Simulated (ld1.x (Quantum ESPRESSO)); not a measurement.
ruthenium: excitation energies, all-electron against PAW

| Quantity | Value |
| --- | --- |
| Element | ruthenium |
| Generator | ld1.x (Quantum ESPRESSO) 7.5 |
| Type | PAW |
| Functional | PBE |
| Relativity | fully relativistic |
| Frozen core | [Ar] 3d10 4s2 |
| Valence charge | 14 |
| Reference configuration | 4p6 4d7 5s0 5p1 |
| Partial waves | 5s (bound, empty): rcut 2.95, rcutus 3.15 bohr; 5s channel at 0.6 Ry: rcut 2.95, rcutus 3.15 bohr; 4p (bound): rcut 1.60, rcutus 1.70 bohr; 5p (bound): rcut 1.60, rcutus 1.70 bohr; 4d (bound): rcut 1.35, rcutus 1.60 bohr; 4d channel at 2.5 Ry: rcut 1.35, rcutus 1.60 bohr |
| Local potential | all-electron potential smoothed inside 1.55 bohr (lloc = -1) |
| Core correction | a·sin(br)/r model core, default radius (ld1.x builds one for every PAW set, though the input has nlcc=.false.) |
| Augmentation charge | BESSEL, radius 1.50 bohr |

Open shells are filled in proportion to 2j + 1 (rel_dist='average').

Energies are relative to the spin-unpolarised reference configuration 4p6 4d7 5s0 5p1; without spin polarisation the order of configurations can differ from experiment. Not all tests gave a result: test run stopped at test 6 of 7 (negative rho).

```csv
valence configuration,charge,ΔE all-electron (eV),error AE − PS (meV)
4p6 4d7 5s1 5p0,0,-3.458,+87
4p6 4d7 5s0 5p0,+1,3.835,+0.3
4p6 4d8 5s0 5p0,0,-3.792,-1.6
4p6 4d5 5s0 5p0,+3,52.641,-31
```

Task: What are ΔE and the potential's error for 4p6 4d6 5s0 5p0?

Result: ΔE = 22.021 eV all-electron; the error (AE − PS) is -1.9 meV.

Levels in the configuration 4p6 4d5 5s0 5p0:

```json
{"level": "4p j=1/2", "all-electron (eV)": "-83.087", "pseudo (eV)": "-83.177"}
{"level": "4p j=3/2", "all-electron (eV)": "-79.596", "pseudo (eV)": "-79.682"}
{"level": "4d j=3/2", "all-electron (eV)": "-37.594", "pseudo (eV)": "-37.648"}
{"level": "4d j=5/2", "all-electron (eV)": "-37.179", "pseudo (eV)": "-37.233"}
```

The ghost test of this file was not conclusive.
